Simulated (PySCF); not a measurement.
BH2I, SMILES IB. Geometry: B3LYP-D3(BJ)/def2-TZVP. The def2 effective core potentials stand for the cores of I; spin–orbit coupling is left out.

Computed equilibrium geometry at B3LYP-D3(BJ)/def2-TZVP (PySCF confirms it by a frequency run) as a Z-matrix, and its point group:
point group C2v.
```
B
H 1 1.1826
H 1 1.1826 2 124.65
I 1 2.1140 2 117.67 3 180.00
```
